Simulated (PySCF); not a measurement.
# Static response to an electric field

C₆H₈O.
Atom-mapped SMILES: `[CH2:1]=[C:2]=[C:3]=[CH:4][CH2:5][O:6][CH3:7]` (hydrogens: H8, H9 on C1; H10 on C4; H11, H12 on C5; H13, H14, H15 on C7)

Geometry (GFN2-xTB, Å), atoms numbered from 1 in this order:
```
atom  x, y, z in Å
C1     3.918    0.805    0.262
C2     2.729    0.264    0.320
C3     1.592   -0.270    0.400
C4     0.404   -0.819    0.469
C5    -0.802   -0.306   -0.256
O6    -1.917   -0.392    0.605
C7    -3.106    0.048    0.009
H8     4.752    0.387    0.803
H9     4.109    1.688   -0.326
H10    0.230   -1.693    1.081
H11   -0.980   -0.924   -1.157
H12   -0.647    0.733   -0.590
H13   -3.884   -0.042    0.765
H14   -3.030    1.095   -0.313
H15   -3.370   -0.567   -0.862
```

Level: B3LYP/def2-SVPD (PySCF), static field, nuclei fixed, core orbitals frozen in the response. The polarisability tensor in these axes (au):

```
x   149.56  26.61   1.55
y    26.61  69.36  -2.62
z     1.55  -2.62  58.66
```

Diagonalise the tensor; give its mean and Δα, where Δα² is half the sum of the squared differences of the eigenvalues.

Principal values 56.75, 63.24 and 157.59 au; mean 92.53 au = 13.71 Å³ = 15.26 × 10⁻⁴⁰ C²·m²/J; Δα = 97.76 au (106 % of the mean).

What is the dipole moment, and where does it point?

(-0.43, 0.39, -1.20) D, 1.33 D in size, pointing from the negative to the positive side. Measured along this direction, the outermost atoms are H8 at the negative end and H15 and H14 at the positive end.

Find the Langevin capture rate constant for H3O+ (19.018 u) meeting this molecule (96.058 u), k = 2.342 × 10⁻⁹ cm³/s × √(α in Å³ / reduced mass in u).

The reduced mass is 15.88 u, so k = 2.18 × 10⁻⁹ cm³/s. The formula leaves out the permanent dipole, which adds to the capture rate.

Give the principal axes and the span of the nuclei along them.

Largest value along (0.96, 0.29, 0.01), where the nuclei span 8.39 Å; middle along (-0.24, 0.81, -0.54), 3.78 Å; least along (-0.16, 0.52, 0.84), 2.54 Å. The response follows the extents in order.

Refractivity n − 1 of an ideal gas of it at 350 K and 1 atm, from the electronic α?

N = p/kT = 2.0968 × 10¹⁹ cm⁻³, so n − 1 = 2π × N × 13.71 × 10⁻²⁴ cm³ = 1806 × 10⁻⁶ at long wavelengths.

Orientational against electronic polarisability at 250 K (dilute gas, rigid molecules)?

In Gaussian units μ²/3kT = 17.20 Å³ against 13.71 Å³, a ratio of 1.25; the Debye molar polarisation (4π/3)N_A(α + μ²/3kT) is 78.0 cm³/mol, leaving out the vibrational part.

What are the principal values of the traceless quadrupole moment, Θ = ½Σq(3rr − r²1), about the centre of nuclear charge?

-6.90, -1.56, 8.46 D·Å. The values depend on the origin, since the dipole doesn't vanish. The electronic extent ⟨r²⟩ about the same centre is 1329 bohr², a root-mean-square distance of 2.68 Å for the 52 electrons.

Geometry: GFN2-xTB, one conformer, isolated molecule.
